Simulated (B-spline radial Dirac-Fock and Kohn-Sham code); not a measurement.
**X-ray form factors of osmium in several charge states**

These are calculated numbers from a B-spline atomic structure program; the model is relativistic Hartree-Fock (Dirac-Fock) wave functions, averaged over the configuration.

Configurations: Os⁵³⁺ [Ar] 3d5; Os⁵⁴⁺ [Ar] 3d4; Os⁵⁶⁺ [Ar] 3d2. The first column is f₀ of Os⁵³⁺, the others are differences from it.

```
s (Å⁻¹)   Os⁵³⁺  Δ Os⁵⁴⁺  Δ Os⁵⁶⁺
      0  23.000   -1.000   -3.000
   0.05  22.991   -0.999   -2.998
    0.1  22.962   -0.997   -2.992
   0.15  22.915   -0.994   -2.982
    0.2  22.849   -0.989   -2.969
   0.25  22.765   -0.983   -2.951
    0.3  22.662   -0.976   -2.930
   0.35  22.542   -0.968   -2.905
    0.4  22.405   -0.958   -2.877
   0.45  22.250   -0.947   -2.845
    0.5  22.080   -0.935   -2.810
    0.6  21.691   -0.908   -2.731
    0.7  21.245   -0.877   -2.639
    0.8  20.747   -0.842   -2.538
    0.9  20.202   -0.804   -2.428
      1  19.618   -0.764   -2.311
    1.1  19.002   -0.723   -2.188
    1.2  18.360   -0.679   -2.060
    1.4  17.027   -0.591   -1.799
    1.6  15.671   -0.503   -1.538
```
